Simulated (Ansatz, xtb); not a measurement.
**Two isomers of C4H11Al**

Structure a is `C[CH2][Al]([CH3])[CH3]`, a singlet and structure b is `CC[CH2][AlH][CH3]`, a singlet. Both are isolated molecules in the gas phase, relaxed with PBE0-D3(BJ)/def2-SVP; each stands in its lowest conformer found.

a (Å):

```yaml
atoms:
  - { symbol: C, position_ang: [1.1879, 0.1599, 1.4730] }
  - { symbol: C, position_ang: [1.3504, -0.2112, -0.0005] }
  - { symbol: C, position_ang: [-0.0440, -0.2561, -3.1101] }
  - { symbol: C, position_ang: [-1.7715, 1.0411, -0.4718] }
  - { symbol: Al, position_ang: [-0.1588, 0.1917, -1.2024] }
  - { symbol: H, position_ang: [1.0115, 1.2399, 1.6063] }
  - { symbol: H, position_ang: [0.3275, -0.3537, 1.9323] }
  - { symbol: H, position_ang: [2.0739, -0.0966, 2.0781] }
  - { symbol: H, position_ang: [2.2484, 0.2799, -0.4243] }
  - { symbol: H, position_ang: [1.5736, -1.2914, -0.1030] }
  - { symbol: H, position_ang: [-0.1904, 0.6417, -3.7364] }
  - { symbol: H, position_ang: [0.9150, -0.7129, -3.4017] }
  - { symbol: H, position_ang: [-0.8475, -0.9572, -3.3980] }
  - { symbol: H, position_ang: [-2.5584, 1.2228, -1.2206] }
  - { symbol: H, position_ang: [-1.5267, 2.0108, -0.0031] }
  - { symbol: H, position_ang: [-2.2114, 0.4239, 0.3316] }
```

b (Å):

```xyz
16

C     0.4135    0.9566   -0.6851
C     1.3121   -0.1750   -0.2085
C     0.6093   -1.5337   -0.2060
C    -1.2469   -0.5002    2.5062
Al   -0.9140   -1.7411    1.0253
H     0.9372    1.9249   -0.6933
H    -0.4708    1.0706   -0.0335
H     0.0464    0.7685   -1.7075
H     2.2141   -0.2069   -0.8459
H     1.6791    0.0601    0.8066
H     1.3260   -2.3378    0.0566
H     0.2774   -1.7954   -1.2291
H    -1.8883   -2.9943    0.8359
H    -0.4345    0.2281    2.6588
H    -1.4069   -1.0379    3.4562
H    -2.1725    0.0750    2.3238
```

Quicker runs give these differences E(b) − E(a): GFN2-xTB −0.540 eV; HF/STO-3G +0.646 eV (at GFN2-xTB geometries); r2SCAN-D4/def2-SVP +0.432 eV (at GFN2-xTB geometries).

Question: Estimate E(b) − E(a) at the level CCSD(T)/def2-SVP + ΔMP2/def2-TZVPP.

Answer: Calculated at CCSD(T)/def2-SVP + ΔMP2/def2-TZVPP: E(b) − E(a) = +0.394 eV, so structure a lies lower.

The same difference at several levels:

| level | geometry | E(b) − E(a) (eV) | departure from the last row (eV) | job, with rough time for the two |
| --- | --- | --- | --- | --- |
| GFN2-xTB | GFN2-xTB | −0.540 | −0.934 | optimisation, 0.16 s |
| HF/STO-3G | GFN2-xTB | +0.646 | +0.252 | single point, 0.32 s |
| r2SCAN-D4/def2-SVP | GFN2-xTB | +0.432 | +0.038 | single point, 4.5 s |
| PBE0-D3(BJ)/def2-SVP | PBE0-D3(BJ)/def2-SVP | +0.347 | −0.046 | optimisation, 78 s |
| HF/def2-SVP | PBE0-D3(BJ)/def2-SVP | +0.320 | −0.073 | part of the CCSD(T) run |
| MP2/def2-SVP | PBE0-D3(BJ)/def2-SVP | +0.301 | −0.092 | part of the CCSD(T) run |
| CCSD(T)/def2-SVP | PBE0-D3(BJ)/def2-SVP | +0.277 | −0.117 | single point |
| CCSD(T)/def2-SVP + ΔMP2/def2-TZVPP | PBE0-D3(BJ)/def2-SVP | +0.394 |  | single point, 52 s |

As drawn, b has 1 C–C, 1 Al–H in place of 1 C–Al, 1 C–H.

GFN2-xTB puts the two in the other order. The largest departure from CCSD(T)/def2-SVP + ΔMP2/def2-TZVPP is that of GFN2-xTB, 0.934 eV. The last row adds to CCSD(T) the change of the MP2 difference between the two basis sets, here +0.117 eV.

With harmonic frequencies from PBE0-D3(BJ)/def2-SVP (ideal gas, rigid rotor, one conformer each, 298.15 K, 1 atm): on the last row, ΔE + ΔZPE = +0.398 eV. A mode under 50 cm⁻¹ makes harmonic enthalpies and free energies unreliable, so none is given.

The correlated steps freeze 9 core orbitals. Run with Ansatz 0.2.0, xtb 6.7.1; the last row on 2 threads of Arm Neoverse V2 on a shared host.
